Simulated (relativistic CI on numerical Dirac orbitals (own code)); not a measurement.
**The 9-electron sequence from F to Cr15+**

Calculated at this level of theory: Dirac-Coulomb-Breit CI, separate exchange-only KLI orbitals for each configuration, a model potential for QED, valence Slater integrals scaled by 0.9, P86 correlation energy added to each configuration (own radial code, finite nucleus).

Configuration list (outside the closed core 1s2): 2s2 2p5, 2s 2p6, 2s2 2p4 3s, 2p6 3s, 2s2 2p4 3p, 2p6 3p, 2p6 3d. Levels of other configurations are missing.

Energies above each ion's lowest level, in eV. Levels are followed by their leading LS label, which can pass from one level to another where the coupling changes.

```tsv
Ion	2s2 2p5 2P°_3/2	2s2 2p5 2P°_1/2	2s2 2p4 3s 4P_5/2	2s2 2p4 3s 4P_3/2	2s2 2p4 3s 4P_1/2	2s2 2p4 3s 2P_3/2	2s2 2p4 3s 2P_1/2
F	0	0.048577	12.056	12.09	12.11	12.346	12.386
Ne+	0	0.094787	26.807	26.871	26.908	27.419	27.494
Mg3+	0	0.27342	67.437	67.612	67.713	68.64	68.847
Al4+	0	0.42341	93.399	93.665	93.819	94.892	95.205
Si5+	?	?	?	?	?	?	?
P6+	0	0.89709	156.64	157.18	157.5	158.74	159.37
S7+	0	1.2452	193.92	194.65	195.1	196.34	197.19
Cl8+	0	1.6856	234.96	235.92	236.54	237.74	238.86
Ar9+	0	2.2335	279.77	280.99	281.83	282.96	284.37
K10+	0	2.9052	328.33	329.83	330.97	332.01	333.72
Ca11+	0	3.7183	380.64	382.43	383.96	384.92	386.93
Sc12+	0	4.6916	436.69	438.76	440.81	441.73	444
Ti13+	0	5.845	496.48	498.81	501.5	502.45	504.93
V14+	0	7.2	560	567.1	566.02	562.56	569.73
Cr15+	0	8.7791	627.24	635.7	634.35	630.01	638.43
```

**Question.** Fill in the row of Si5+.

**Answer.** 2s2 2p5 2P°_3/2 0, 2s2 2p5 2P°_1/2 0.62743, 2s2 2p4 3s 4P_5/2 123.13, 2s2 2p4 3s 4P_3/2 123.52, 2s2 2p4 3s 4P_1/2 123.75, 2s2 2p4 3s 2P_3/2 124.92, 2s2 2p4 3s 2P_1/2 125.38 (eV).

The lowest level keeps the configuration 2s2 2p5 and J = 3/2 throughout.

Between Z = 21 and 24 the energy of 2s2 2p5 2P°_1/2 follows a local power law Z^4.7. For orientation: electrostatic splittings inside a shell grow about linearly with the screened charge, excitations that change n as its square, and fine structure as its fourth power; written in Z itself the exponents are larger, since the screened charge grows faster in proportion.

The members near neutrality are the least accurate: they can be off by several eV, miss lower levels of configurations outside the list, or start from a wrong lowest level.
